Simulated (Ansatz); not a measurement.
Cs5⁺, relaxed as a singlet with RKS r2SCAN/def2-TZVP in Ansatz, starting from the GFN1-xTB geometry. Force threshold 0.02 eV/Å.

In the def2 sets Cs takes a core potential; there is no spin–orbit coupling. The restricted singlet is unstable: a solution with broken spin symmetry lies lower. The structure comes from a short search, and lower isomers may exist.

Start:

```xyz
5

Cs   -0.0599   -2.5252   -2.5711
Cs    3.9896   -3.7317   -1.8987
Cs   -1.6221    4.0104    3.6710
Cs    0.8786    0.3250    0.5541
Cs   -3.1862    1.9215    0.2448
```

| step | energy (eV) | largest force component (eV/Å) | SCF passes |
| --- | --- | --- | --- |
| 1 | -2739.1157 | 0.424 | 18 |
| 2 | -2739.2147 | 0.382 | 23 |
| 3 | -2739.4746 | 0.234 | 22 |
| 4 | -2739.6183 | 0.114 | 22 |
| 5 | -2739.6599 | 0.022 | 21 |
| 6 (rejected) | -2739.6586 | 0.038 | 22 |
| 7 | -2739.6636 | 0.008 | 24 |
| 8 | -2739.6651 | 0.010 | 23 |
| 9 | -2739.6672 | 0.013 | 22 |
| 10 | -2739.6693 | 0.012 | 22 |

Force components are those of the run's own axes.

End:

```xyz
5

Cs   -0.392   -3.133   -3.274
Cs    4.447   -3.582   -1.594
Cs   -1.280    4.203    4.067
Cs    1.101    0.263    0.686
Cs   -3.876    2.249    0.116
```

By distances, no bond broke or formed. The bond that changes most is Cs1–Cs4, from 4.33 to 5.43 Å (atoms count from 1).

The force fell under the threshold at step 7, but the optimiser went on and released 0.006 eV more. No frequencies were taken in this run, so the end may be a saddle point.

Run time 48 s (4 threads of Arm Neoverse V2 on a shared host).
